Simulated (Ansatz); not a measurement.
CH5In⁺, that is InH2Me with one electron fewer. Charge 1, multiplicity 2. Geometry PBE0-D4/def2-TZVP, that of the neutral singlet; atoms count from 1.

```tsv
atom	x (Å)	y (Å)	z (Å)
In1	-0.8201	-0.2489	0.7576
H2	-0.4585	-1.2307	2.1365
H3	-2.4224	0.3742	0.5596
C4	0.7161	0.2070	-0.6806
H5	1.2811	1.0768	-0.3344
H6	0.2894	0.4462	-1.6548
H7	1.4143	-0.6246	-0.7837
```

In the def2 sets In takes a core potential; there is no spin–orbit coupling.

Estimate the Mulliken populations from the PBE0/def2-TZVP orbitals of Ansatz.


| atom | charge (e) | spin (α − β) |
| --- | --- | --- |
| In1 | 0.61 | 0.15 |
| H2 | 0.07 | 0.11 |
| H3 | 0.07 | 0.10 |
| C4 | -0.44 | 0.64 |
| H5 | 0.23 | 0.00 |
| H6 | 0.23 | 0.00 |
| H7 | 0.23 | 0.00 |
Mulliken values and Mayer orders depend strongly on the basis.

Where does the spin sit?

Summed by element: In 0.15, H 0.21, C 0.64, of 1 unpaired in all. Largest on single atoms: C4 0.64, In1 0.15, H2 0.11.

And the Mayer bond orders between bonded heavy atoms (over 0.3)?

In1–C4 0.63 (2.15 Å).
